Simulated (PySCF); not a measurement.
Compound: C₈H₁₄NP.
SMILES with atom numbers: `[N:1]#[C:2][CH2:3][CH2:4][PH:5][CH:6]1[CH2:7][CH2:8][CH2:9][CH2:10]1`

Definitions: NICS(0) = −σiso at the ring centroid; NICS(1) = −σiso and NICS(1)zz = −σzz at ±1 Å along the ring normal z. Level: GIAO PBE0/pcSseg-1 (PySCF, non-relativistic, gas phase) on the GFN2-xTB geometry, one conformer.

Ring bond lengths (Å), with Mayer bond orders in brackets: C6–C7 1.534 (0.99), C7–C8 1.524 (1.03), C8–C9 1.527 (1.04), C9–C10 1.536 (1.04), C10–C6 1.544 (0.98).

Question: What do the NICS probes read (ppm)?

Answer: 
```csv
ring,type,NICS(0),"NICS(1), two faces","NICS(1)zz, two faces",rms pucker (Å),"centre to ring atoms, mean (Å)"
C6–C7–C8–C9–C10,5-membered carbocycle; formal bonds all single,-5.4,-4.1 / -3.9,-3.4 / -4.1,0.18,1.28
```

Question: What can be read from them?

Answer: 
- C6–C7–C8–C9–C10: mean NICS(1)zz -3.8 ppm, shielded. C6, C7, C8, C9, C10 have four or more neighbours; no verdict on aromaticity is drawn.

Question: List the ring angles and the Hirshfeld charges of the ring atoms.

Answer: 
- C6–C7–C8–C9–C10: C6 105.3° (-0.063 e), C7 103.4° (-0.073 e), C8 102.8° (-0.069 e), C9 104.8° (-0.068 e), C10 106.1° (-0.072 e); sum 522.4° against 540° for a flat convex ring.
